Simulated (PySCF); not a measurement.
# Basis set benchmark on one molecule

Molecule: `COB(OC)OC`, C3H9BO3.

Atoms are numbered as in `[CH3:1][O:2][B:3]([O:4][CH3:5])[O:6][CH3:7]` (H(Xn): hydrogen on atom n).

Geometry PBE0-D3(BJ)/def2-SVP throughout; GIAO in PySCF 2.14, gas phase, one conformer, non-relativistic; equivalent atoms averaged; functional PBE0.

Reference values (measured; solution, CDCl3; H. S. Rzepa et al., J. Org. Chem. 2018, An accessible method for DFT calculation of 11B NMR shifts): δ(B3) = 19.0 ppm vs BF3.OEt2. Computed shifts are taken against BF3·OEt2, calculated as an isolated molecule at each level.

Question: How do the basis sets STO-3G, pcSseg-0, 6-31G, 6-31G*, cc-pVDZ, def2-SVP, pcSseg-1, aug-cc-pVDZ, 6-311+G(2d,p), def2-TZVP perform against the reference? Times are CPU seconds on shared hosts with different chips, so compare them loosely.

Answer: 
| basis set | functions | B3 | abs. error B | core-s |
| --- | --- | --- | --- | --- |
| STO-3G | 44 | 10.2 | 8.8 | 3.3 |
| pcSseg-0 | 81 | 13.5 | 5.5 | 3.5 |
| 6-31G | 81 | 12.6 | 6.4 | 7.3 |
| 6-31G* | 116 | 13.9 | 5.1 | 10 |
| cc-pVDZ | 143 | 15.4 | 3.6 | 7.9 |
| def2-SVP | 143 | 15.8 | 3.2 | 7.1 |
| pcSseg-1 | 164 | 17.4 | 1.6 | 18 |
| aug-cc-pVDZ | 242 | 15.8 | 3.2 | 16 |
| 6-311+G(2d,p) | 243 | 15.8 | 3.2 | 28 |
| def2-TZVP | 271 | 15.3 | 3.7 | 19 |

For ¹¹B the closest is pcSseg-1 (1.6 ppm) and the furthest STO-3G (8.8 ppm). Where a smaller basis beats a larger one, errors probably cancel. One molecule is a small sample, and vibrational and solvent effects are absent from the calculation.

A small basis that lands close on one nucleus may do so by chance; judge by the trend and by all nuclei.
